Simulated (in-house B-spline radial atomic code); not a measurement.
Values are calculated unless marked as measured or tabulated.
# Two electrons in InAs: a Gaussian well −V exp(−r²/w²) with V = 8.15 meV and w = 122 nm

For InAs the NSM archive of the Ioffe Institute lists m* = 0.023 m0 and ε = 15.15. In so narrow a gap the band flattens within tens of meV, so real spacings are smaller, by up to some tenths.

Effective-mass model with parabolic bands, a uniform dielectric constant, no image charges, no central-cell or spin-orbit terms. Two-electron levels come from full CI in B-splines with partial waves to l = 5 (up to 0.001 effective hartree above the limit).

(1) What are the effective units, and what is the potential in them?

In these units the lowest s and p orbitals lie at -2.020523 and -1.431172, and their Coulomb and exchange integrals are J_ss = 0.617638, J_sp = 0.499506 and K_sp = 0.0966. Full CI gives -3.491608 for the ground singlet, -3.066968 for the sp triplet, -2.924385 for the sp singlet and -2.621221 for the lowest triplet of two s orbitals.

(2) What does it cost to add the second electron, to first order and exactly?

(3) How far above the singlet do the triplets lie?

## Answers

(1) Ha* = 27211.386 meV × 0.023/15.15² = 2.727 meV and a* = 0.0529177 nm × 15.15/0.023 = 34.86 nm. V = 2.99 Ha* and w = 3.5 a*.

(2) To first order E = 2ε_s + J_ss = -3.423407, so the charging energy E(2) − 2E(1) is J_ss = 1.684 meV. CI gives -3.491608 − 2 × (-2.020523) = 0.549437, or 1.498 meV: relaxation and correlation lower it by 0.186 meV, 11.0 % of J_ss. The s² configuration of one-electron orbitals holds 95.4 % of the state, and the mean radius is 56.1 nm. The second electron is bound by ε_s − E = 4.011 meV, against 5.51 meV for the first.

(3) To first order the sp triplet lies at ε_s + ε_p + J_sp − K_sp = -3.048788, which is 1.022 meV above 2ε_s + J_ss. CI gives -3.066968 − (-3.491608) = 0.424641, or 1.158 meV, 72 % of the orbital spacing of 1.607 meV. The ss triplet lies 2.373 meV up, so the lower of the two is the sp one, and its gap equals k_BT at 13.4 K. The sp singlet-triplet splitting is 0.3888 meV, against 2K_sp = 0.5268 meV.
